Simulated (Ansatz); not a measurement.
Stepwise reaction of `CB[SiH2]BC` with hydrogen chloride, as a gas-phase model of exchange steps in deposition or etching. ΔE in kJ/mol.

Isolated molecules relaxed with PBE0-D4/def2-TZVP in Ansatz; ΔE leaves out vibrations. CCSD(T)/CBS is the MP2 limit (def2-TZVPP, def2-QZVPP) plus CCSD(T) − MP2 in def2-TZVPP, frozen cores. This one scheme is used for every species. DFT in def2-TZVPP. B3LYP here is the variant with VWN-RPA as its local correlation; programs differ in this. Each species was taken in one conformer, which may not be the lowest.

```tsv
step	reaction	PBE-D4	B3LYP-D4	ωB97M-V	CCSD(T)/CBS
1	`CB[SiH2]BC` + HCl → `CB[SiH2]Cl` + `BC`	-86.2	-103.6	-108.8	-103.8
2	`CB[SiH2]Cl` + HCl → `Cl[SiH2]Cl` + `BC`	-100.8	-112.1	-117.6	-113.6
```

Task: By hand: ΔE of the 2 steps together at CCSD(T)/CBS.

Result: (-103.8) + (-113.6) = -217.4 kJ/mol, or -108.7 kJ/mol a step.

In ΔE each step is lower than the one before. All are downhill at CCSD(T)/CBS. PBE-D4 differs from CCSD(T)/CBS by 12.8 to 17.6 kJ/mol a step. Isolated molecules leave out the surface, adducts and barriers. Largest T1 diagnostic: 0.013.
